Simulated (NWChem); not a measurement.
Molecule: InHBrF; SMILES [F][InH][Br]

Results from NWChem. This build's default masses of Se (78.918 u) and Br (79.917 u) are each other's, which moves their modes by up to 0.6 %. The level has its own optimisation; frequencies are unscaled.

Q: What does the run give for Hartree-Fock/STO-3G (all-electron, non-relativistic)? Quantities: r H–In (Å); r F–In (Å); r Br–In (Å); highest harmonic frequency (cm⁻¹); lowest (cm⁻¹); zero-point energy (kcal/mol).

A: 
```
Quantity                           Result
---------------------------------  ------
r H–In (Å)                          1.563
r F–In (Å)                          1.863
r Br–In (Å)                         2.393
highest harmonic frequency (cm⁻¹)    2006
lowest (cm⁻¹)                         145
zero-point energy (kcal/mol)          6.0
```
